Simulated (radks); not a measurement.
Task: All-electron atom: the calcium ion Ca13+ in 1s1 2s2 2p(1/2: 2, 3/2: 2) (not the ground configuration). All-electron calculation, Dirac Kohn-Sham, PBE, spin-unpolarised, spherical densities, finite nucleus; Fermi nuclear charge, rms radius 3.4776 fm. Program: a radial shooting solver on a logarithmic mesh with Libxc functionals. Some entries of the table are withheld. Estimate them.

| orbital | occ. | eigenvalue (eV) | <r^2> (bohr^2) |
|---|---|---|---|
| 1s1/2 | 1 | -4646.724 | 0.007642 |
| 2s1/2 | 2 | (1) | (2) |
| 2p1/2 | 2 | (3) | (4) |
| 2p3/2 | 2 | (5) | (6) |

Result: 
(1) 2s1/2 eigenvalue (eV): -859.2515
(2) 2s1/2 <r^2> (bohr^2): 0.1299
(3) 2p1/2 eigenvalue (eV): -804.0614
(4) 2p1/2 <r^2> (bohr^2): 0.1002
(5) 2p3/2 eigenvalue (eV): -798.9807
(6) 2p3/2 <r^2> (bohr^2): 0.1016
